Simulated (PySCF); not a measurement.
B(vinyl)(OH)(OMe) (C3H7BO2), SMILES OB(OC)C=C. The structure is a stationary point at PBE-D3(BJ)/def2-SVP. The values are those of a single conformer.

Computed equilibrium geometry at PBE-D3(BJ)/def2-SVP (PySCF confirms it by a frequency run) as bond lengths and angles (one conformer of several):
Atoms: B1 C2 C3 H4 H5 H6 O7 H8 O9 C10 H11 H12 H13. Bonded distances (Å): B1–C2 1.572, B1–O7 1.374, B1–O9 1.377, C2–C3 1.350, C2–H4 1.107, C3–H5 1.104, C3–H6 1.103, O7–H8 0.976, O9–C10 1.412, C10–H11 1.109, C10–H12 1.113, C10–H13 1.111. Angles (°): C2–B1–O7 116.5, C2–B1–O9 127.3, O7–B1–O9 116.2, B1–C2–C3 127.7, B1–C2–H4 115.3, C3–C2–H4 116.8, C2–C3–H5 122.0, C2–C3–H6 122.5, H5–C3–H6 115.4, B1–O7–H8 109.9, B1–O9–C10 125.9, O9–C10–H11 108.4, O9–C10–H12 111.3, O9–C10–H13 112.3, H11–C10–H12 107.8, H11–C10–H13 108.6, H12–C10–H13 108.3.
